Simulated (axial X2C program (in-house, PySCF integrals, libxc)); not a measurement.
Ionising PdH

All values come from calculations with an axial X2C code built on PySCF integrals, spin-free (one-electron X2C) or two-component (2c: spin–orbit coupling with atomic mean-field Coulomb and Gaunt terms, which also bring small scalar terms), in Dyall basis sets with cores contracted in-house; open shells are unrestricted.

Basis sets: H dyall-v3z, Pd dyall-cv3z. Frozen shells (counts by l): PdH Pd 4s3p1d, H none, 11 electrons correlated; PdH⁺ Pd 4s3p1d, H none, 10 electrons correlated. Coupled cluster in natural virtuals with an MP2 remainder. Where the outer core of a metal is frozen, bonds come out longer and ionisation energies lower.

```json
{"Hamiltonian": "spin-free", "level": "HF", "PdH state": "M_S = 1/2, Λ = 0", "Re (Å)": "1.633", "ωe (cm⁻¹)": "1664.0", "De (eV)": "n/a"}
{"Hamiltonian": "spin-free", "level": "PBE0", "PdH state": "M_S = 1/2, Λ = 0", "Re (Å)": "1.533", "ωe (cm⁻¹)": "2022.9", "De (eV)": "2.41"}
{"Hamiltonian": "spin-free", "level": "MP2", "PdH state": "M_S = 1/2, Λ = 0", "Re (Å)": "1.460", "ωe (cm⁻¹)": "2242.3", "De (eV)": "1.82"}
{"Hamiltonian": "2c", "level": "HF", "PdH state": "Ω = 1/2", "Re (Å)": "1.642", "ωe (cm⁻¹)": "1631.2", "De (eV)": "n/a"}
{"Hamiltonian": "2c", "level": "PBE0", "PdH state": "Ω = 1/2", "Re (Å)": "1.534", "ωe (cm⁻¹)": "2014.5", "De (eV)": "2.42"}
{"Hamiltonian": "2c", "level": "MP2", "PdH state": "Ω = 1/2", "Re (Å)": "1.462", "ωe (cm⁻¹)": "2206.6", "De (eV)": "1.82"}
{"Hamiltonian": "2c", "level": "CCSD", "PdH state": "Ω = 1/2", "Re (Å)": "1.531", "ωe (cm⁻¹)": "2004.5", "De (eV)": "2.35"}
{"Hamiltonian": "2c", "level": "CCSD(T)", "PdH state": "Ω = 1/2", "Re (Å)": "1.524", "ωe (cm⁻¹)": "2035.0", "De (eV)": "2.33"}
```

Adiabatic ionisation energy (minimum to minimum, no zero-point term) and constants of PdH⁺:

| Hamiltonian | level | PdH⁺ state | IE (eV) | Re (Å) | ωe (cm⁻¹) | De (eV) | fragments |
| --- | --- | --- | --- | --- | --- | --- | --- |
| spin-free | HF | M_S = 0, Λ = 0 | 7.91 | 1.443 | 2484.1 | 0.08 | Pd+ + H |
| spin-free | PBE0 | M_S = 0, Λ = 0 | 8.70 | 1.458 | 2363.7 | 2.14 | Pd+ + H |
| spin-free | MP2 | M_S = 0, Λ = 0 | 8.45 | 1.433 | 2480.9 | 2.11 | Pd+ + H |
| 2c | HF | Ω = 0 | 7.93 | 1.446 | 2461.5 | n/a | Pd+ + H |
| 2c | PBE0 | Ω = 0 | 8.70 | 1.460 | 2351.2 | n/a | Pd+ + H |
| 2c | MP2 | Ω = 0 | 8.44 | 1.433 | 2485.3 | n/a | Pd+ + H |
| 2c | CCSD | Ω = 0 | 8.39 | 1.468 | 2256.5 | n/a | Pd+ + H |
| 2c | CCSD(T) | Ω = 0 | 8.43 | 1.476 | 2190.9 | n/a | Pd+ + H |

Problem. Add the zero-point terms to the ionisation energy at CCSD(T), 2c, and say whether the electron removed was bonding.

Solution. IE0 = IE + (ωe⁺ − ωe)/2 = 8.43 + (0.010) = 8.44 eV. Re changes by -0.048 Å, so the bond shortens, as on loss of an antibonding or a polarising non-bonding electron.

Each entry is the lowest single determinant of a limited PBE0 search at one distance. De goes to single-determinant-based atoms at the same level (for ions the charge split of lowest energy) and is withheld (n/a) where an atom does not fit its ground term or J level. Main or longest-lived isotopes. One determinant is a doubtful description, or other states lie close, for PdH, PdH⁺; these need not be ground states, and all values refer to the states named. The functionals have no current term, which raises determinants with orbital currents.
